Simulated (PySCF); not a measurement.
Species: C6H10O.
Cartesian coordinates in Å at the GFN2-xTB level; atoms count from 1:
```
atom  x, y, z in Å
C1     0.4936   -2.6112    0.4210
C2     1.3074   -1.5752    0.5891
C3     0.9617   -0.1681    0.4420
C4     1.8718    0.7841    0.6359
C5    -0.4576    0.1661    0.0636
O6    -0.6409    1.5571   -0.0419
C7    -1.9524    1.9043   -0.3929
H8     0.8408   -3.6220    0.5514
H9    -0.5419   -2.5011    0.1489
H10    2.3395   -1.7547    0.8626
H11    2.8862    0.5442    0.9060
H12    1.6198    1.8228    0.5278
H13   -0.7015   -0.3173   -0.8983
H14   -1.1432   -0.2448    0.8249
H15   -1.9846    2.9908   -0.4464
H16   -2.6741    1.5547    0.3575
H17   -2.2314    1.4825   -1.3678
```

Method used: TDDFT wB97X-D/def2-SVPD, vertical, gas phase, core orbitals frozen in the response in PySCF 2.14.0, density-fitted response routines.

Kohn–Sham orbitals with the atoms that hold most of them (Löwdin shares over 4%, at most four atoms; ? is withheld):

```tsv
orbital	ε (eV)	atoms
HOMO-3	-11.16	O6 43%, C5 13%, C7 9%, C3 7%
HOMO-2	-11.03	C2 26%, C3 20%, C1 17%, C4 11%
HOMO-1	-9.50	O6 57%, C5 10%, C7 9%, H14 5%
HOMO	-8.54	?
LUMO	0.97	?
LUMO+1	2.34	C7 22%, C5 12%, C1 8%, H13 7%
LUMO+2	2.82	C1 18%, C7 14%, C2 13%, H8 10%
```

**Question.** Give the leading atoms of the HOMO.

**Answer.** C4 (bonded to C and 2 H) 26%; C1 (bonded to C and 2 H) 23%; C3 (bonded to 3 C) 21%; C2 (bonded to 2 C and H) 16%.

**Question.** Which atoms hold the LUMO, and with what shares?

**Answer.** C4 (bonded to C and 2 H) 24%; C1 (bonded to C and 2 H) 23%; C2 (bonded to 2 C and H) 17%; C3 (bonded to 3 C) 15%.

**Question.** How does S1 compare with the orbital gap of 9.51 eV?

**Answer.** S1 is at 5.94 eV (f = 0.592), 3.57 eV below the gap, made of HOMO→LUMO (97%). Without the coupling terms of the response equations the lowest excitation would equal the gap.

**Question.** Give energy, strength and leading configuration of S1, S2 and S5, and follow the Löwdin shares of the leading atoms from the occupied to the empty orbital.

**Answer.** 
- S1 (5.94 eV, f 0.592), HOMO→LUMO (97%): C4 26% → 24%, C1 23% → 23%
- S2 (6.52 eV, f 0.025), HOMO-1→LUMO (96%): O6 57% → at most 16%, C5 10% → at most 16%, C4 at most 5% → 24%, C1 at most 5% → 23%
- S5 (7.44 eV, f 0.0096), HOMO-1→LUMO+1 (79%): O6 57% → at most 8%, C5 10% → 12%, C7 9% → 22%

On an Arm Neoverse N1 with one thread, no GPU, shared host, this took 70 s wall.

One conformer stands for the species.
